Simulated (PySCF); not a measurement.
What settings do to a single point of Tb2I6

The sound run of Tb2I6 (singlet in the valence; each metal's 4f electrons, 8 of them, lie in its core potential, out of spins and levels) uses PySCF 2.14.0, RKS B3LYP, Tb lcecp-1-SVP with ECP54, I def2-SVP with ECP28; non-relativistic Hamiltonian with scalar-relativistic core potentials where named; density fitting; no spin-orbit coupling, grid (50, 194), threshold 1e-8 Eh and 55 cycles, at the relaxed geometry:

```xyz
8

Tb    0.0000    0.0000    2.1723
Tb    0.0000    0.0000   -2.1723
I     2.1815    0.0000    0.0000
I    -2.1815    0.0000    0.0000
I     0.0000    2.4298    3.6692
I     0.0000   -2.4298    3.6692
I     0.0000    2.4298   -3.6692
I     0.0000   -2.4298   -3.6692
```

There Tb1 has a Mulliken charge of 0.86 e and the dipole about the centre of mass is 0.00 D. Each run below changes one thing and starts from free metal ions and neutral atoms unless it says otherwise; with 55 cycles, smearing, a level shift and second-order steps follow where DIIS fails, and their cycles count. Energy shifts count from the sound run. On f atoms grids over 110 angular points are at least (60, 302).

| change | outcome | cycles | energy shift (eV) | largest force component (eV/Å) | charge on Tb1 (e) | dipole about the centre of mass (D) |
| --- | --- | --- | --- | --- | --- | --- |
| I4 put 0.5 Å from Tb1, limit 72 cycles | converged | 13 | 3149.65 | 10236.93 | -15.03 | 6.72 |
| grid (10, 14) | converged | 10 | 61.87 | 1.17 | 1.14 | 0.00 |
| start from a density of up to 30 smeared cycles (not counted) | converged | 8 | 0.0000 | 0.01 | 0.86 | 0.00 |

(1) How does the run with this change end: all coordinates × 1.12?

Unsound on purpose, so not properties of the compound: I4 put 0.5 Å from Tb1, limit 72 cycles; grid (10, 14).

Forces carry noise of the integration grid, about 0.01 to 0.03 eV/Å.

No frequency check is given that shows the relaxed geometry to be a minimum. An lcecp potential fixes the number of 4f electrons, so in runs with it no electron can move into or out of that shell.

## Answers

(1) outcome converged, cycles 10, energy shift (eV) 2.40, largest force component (eV/Å) 1.57, charge on Tb1 (e) 0.98, dipole about the centre of mass (D) 0.00.
